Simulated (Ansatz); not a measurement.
`[OH][GaH][OH]` and `[OH][GaH][Cl]` differ in one atom or group.

Ansatz, PBE0-D4/def2-TZVP geometries, multiplicity 1. Each molecule was computed in one conformer, which needn't be the lowest.

Scalar relativity is left out up to krypton.

```csv
property,`[OH][GaH][OH]`
LUMO energy (PBE/def2-TZVPP) / eV,-1.31
LUMO energy (ωB97M-V/def2-TZVPP) / eV,1.14
LUMO energy (B3LYP/def2-TZVPP) / eV,-0.84
HOMO energy (B3LYP/def2-TZVPP) / eV,-8.41
HOMO–LUMO gap (PBE/def2-TZVPP) / eV,5.71
HOMO–LUMO gap (ωB97M-V/def2-TZVPP) / eV,12.30
```

Q: Give the same properties after the change, and the shifts. (An estimate is asked.)

A: Computed: 
```tsv
property	`[OH][GaH][Cl]`	shift
LUMO energy (PBE/def2-TZVPP) / eV	-1.92	-0.61
LUMO energy (ωB97M-V/def2-TZVPP) / eV	0.58	-0.56
LUMO energy (B3LYP/def2-TZVPP) / eV	-1.42	-0.58
HOMO energy (B3LYP/def2-TZVPP) / eV	-8.67	-0.26
HOMO–LUMO gap (PBE/def2-TZVPP) / eV	5.58	-0.13
HOMO–LUMO gap (ωB97M-V/def2-TZVPP) / eV	11.81	-0.49
```

With PBE0 the HOMO falls by 0.27 eV and the LUMO falls by 0.61 eV, so the gap narrows by about 0.34 eV. PBE moves the HOMO by -0.49 eV and ωB97M-V by -0.07 eV. The zero-point energy changes by -32.0 kJ/mol with -3 modes.

B3LYP here is the variant with VWN-RPA as its local correlation; programs differ in this.
